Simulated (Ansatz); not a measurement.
A search over several starts for the lowest SCF solution of the cluster GaSb2⁻ at the given spin, in a small basis.

```yaml
crystal:
  periodic: [false, false, false]
  atoms:
    - {symbol: Ga, position_ang: [-0.710534, -1.493917, -0.021602]}
    - {symbol: Sb, position_ang: [1.562486, 0.172251, 0.047881]}
    - {symbol: Sb, position_ang: [-0.851953, 1.321665, -0.026279]}
basis:
  gaussian: {orbitals: def2-SVP}
total_charge: -1
magnetization: {spin_polarized: true, initial_magnetization: 0}
hamiltonian: {xc: pbe0, dispersion: d4}
output: {orbitals: {seedname: orbitals}}
```

```sh
$ ansatz run in.yaml --threads 4 --pin off --events-out ev --progress --plain --max-ram 3916MiB
```

Output, abridged:

```
Functional definition: PBE0
987 factors; integrals over basis functions are off by at most 2.1e-4 eV
mean field evaluation 1: about -65442.2806 eV, gradient 1.2e1 eV
mean field evaluation 2: about -65442.1493 eV, gradient 1.3e1 eV
mean field evaluation 4: about -65442.7263 eV, gradient 5.5e-1 eV
mean field evaluation 8: about -65442.7524 eV, gradient 2.2e-2 eV
mean field evaluation 16: about -65442.7524 eV, gradient 4.4e-5 eV
mean field evaluation 32: about -65442.6325 eV, gradient 8.6e-1 eV
mean field -65442.75237409 eV, -2404.9767910570 hartree, gradient 5.7e-6 eV, S^2 0.000000; 3 other end points of the search recorded, 0 dependent functions left out
reference -65442.75239486 eV, -2404.9767918202 hartree; 39, 39 occupied and 45, 45 virtual orbitals, 987 factors
Total energy: -65442.88601335 eV, -2404.9817022094 hartree
```

It took 3 s on 4 threads of Intel Xeon on a shared host.

In the def2 sets Sb takes a core potential; there is no spin–orbit coupling. The structure comes from a short search, and lower isomers may exist.
